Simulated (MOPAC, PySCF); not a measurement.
H5AlO2Si, SMILES `[OH][Al]([OH])[SiH3]` (H–O–Al–Si torsion 180°, Si–Al–O–H torsion -180°), neutral singlet in the gas phase. 

Z-matrix (Å, degrees):
```
Al
O 1 1.6985
H 2 0.9576 1 127.53
O 1 1.6986 2 123.84 3 0.18
H 4 0.9577 1 127.15 2 -0.16
Si 1 2.4333 2 117.47 3 -179.51
H 6 1.4838 1 111.80 2 -173.49
H 6 1.4854 7 108.06 1 -122.33
H 6 1.4859 7 107.88 8 -115.83
```
Charge 0, multiplicity 1.

All levels are single points at this geometry (B3LYP-D3(BJ)/def2-TZVP); Pople sets use spherical d functions. Orbital energies aren't observables, and empty levels follow the basis.

| level | HOMO (eV) | LUMO (eV) | gap (eV) | dipole (D) | vertical IE, Delta-SCF (eV) |
|---|---|---|---|---|---|
| B3LYP-D3(BJ)/def2-TZVP in PySCF | -7.83 | -0.87 | 6.96 | 2.55 | 10.24 |
| PBE-D3(BJ)/def2-TZVP in PySCF | -6.93 | -1.45 | 5.47 | 2.45 | – |
| B3LYP/6-31G* in PySCF | -7.69 | -0.55 | 7.14 | 2.81 | 10.19 |
| B3LYP/LANL2DZ in PySCF | -8.05 | -0.68 | 7.37 | 3.08 | – |
| M06-2X/6-31G* in PySCF | -8.91 | 0.30 | 9.21 | 2.91 | – |
| PBE/6-31G* in PySCF | -6.80 | -1.13 | 5.67 | 2.75 | – |
| SVWN5/6-31G* in PySCF | -6.84 | -1.27 | 5.58 | 2.81 | – |
| HF/3-21G in PySCF | -10.52 | 2.43 | 12.95 | 3.66 | – |
| HF/STO-3G in PySCF | -7.85 | 9.61 | 17.46 | 2.27 | – |
| AM1 in MOPAC | -10.41 | -0.68 | 9.73 | 1.75 | – |
| PM3 in MOPAC | -8.90 | -1.36 | 7.54 | 2.02 | – |
| PM6 in MOPAC | -10.80 | 0.36 | 11.16 | 1.49 | – |
| PM7 in MOPAC | -9.63 | 0.48 | 10.11 | 5.63 | – |
